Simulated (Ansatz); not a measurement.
Job for Ansatz (a first-principles code): R-BLYP/def2-TZVPP on C2H4F2 (SMILES FCCF), a point of a torsion scan.

Ansatz 0.2 input:
```yaml
crystal:
  periodic: [false, false, false]
  atoms:
    - {symbol: F, position_ang: [1.40029123, 0.65806346, -0.81013130]}
    - {symbol: C, position_ang: [0.75572225, -0.15511248, 0.07552422]}
    - {symbol: C, position_ang: [-0.77394915, 0.02603023, -0.03402916]}
    - {symbol: F, position_ang: [-1.08083790, 0.95187929, -0.98783019]}
    - {symbol: H, position_ang: [1.11739364, 0.11548325, 1.07265812]}
    - {symbol: H, position_ang: [1.05252153, -1.18098080, -0.16495890]}
    - {symbol: H, position_ang: [-1.26420356, -0.90663544, -0.33087027]}
    - {symbol: H, position_ang: [-1.19929759, 0.38985013, 0.90674196]}
basis:
  gaussian:
    orbitals: def2-TZVPP
hamiltonian:
  xc: {name: BLYP}
scf: {lower_state_search: off}
```

The log:

```
WARN ansatz: RAYON_NUM_THREADS=1 ignored (pool sized by the plan → 1); use --threads N
Functional definition: BLYP
these checks for a lower state are left out or cut short: stability, starts, cluster_reference, orbital_swaps, neighbouring_geometries, increment
integrals: 0.07 GiB planned
908 factors; their error is unknown
mean field: 0.61 GiB planned
mean field evaluation 1: about -7568.3429 eV, gradient 5.2e1 eV
mean field evaluation 2: about -7563.2341 eV, gradient 7.0e1 eV
mean field evaluation 4: about -7574.1237 eV, gradient 1.6e0 eV
mean field evaluation 8: about -7574.1301 eV, gradient 1.8e-2 eV
mean field evaluation 16: about -7574.1003 eV, gradient 3.1e-5 eV
mean field -7574.10033783 eV, -278.3430535056 hartree, gradient 1.2e-6 eV, S^2 0.000000; 0 other end points of the search recorded, 0 dependent functions left out
reference -7574.10063610 eV, -278.3430644668 hartree; 17, 17 occupied and 163, 163 virtual orbitals, 908 factors
Total energy: -7574.10063610 eV, -278.3430644668 hartree
Checks for a lower state left out: stability, starts, cluster_reference, orbital_swaps, neighbouring_geometries, increment
```

The run converged.

Cost: roughly 1.1 core-seconds.
